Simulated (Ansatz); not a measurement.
C2H6FIn (SMILES C[CH](F)[InH2]): the vertical energy of the triplet above the singlet from total energies

The species is C2H6FIn (10 atoms), meant as a singlet with charge 0. As SMILES, `C[CH](F)[InH2]`. The coordinates come from a PBE0-D4/def2-TZVP relaxation.

Both states at this one shape; open shells run unrestricted unless said. 1 Eh = 27.2114 eV.

| level | program | singlet C2H6FIn (Eh) | triplet C2H6FIn (Eh) |
| --- | --- | --- | --- |
| BLYP/def2-SVP (core potential) | Ansatz | -369.491945 | -369.364572 |
| wB97M-V/def2-SVP (core potential) | Ansatz | -369.467767 | -369.322816 |
| RPA@PBE0/def2-SVP (core potential), 7 core orbitals frozen | Ansatz | -368.501035 | -368.358848 |

**Question.** Work out the vertical gap, second state less first, at each level.

**Answer.** 
1. BLYP/def2-SVP (core potential): -369.364572 − (-369.491945) = 0.127373 Eh = 3.47 eV.
2. wB97M-V/def2-SVP (core potential): -369.322816 − (-369.467767) = 0.144951 Eh = 3.94 eV.
3. RPA@PBE0/def2-SVP (core potential): -368.358848 − (-368.501035) = 0.142187 Eh = 3.87 eV.

No measured value is set beside it here; the levels span 3.47 to 3.94 eV. Spin-orbit coupling is left out.
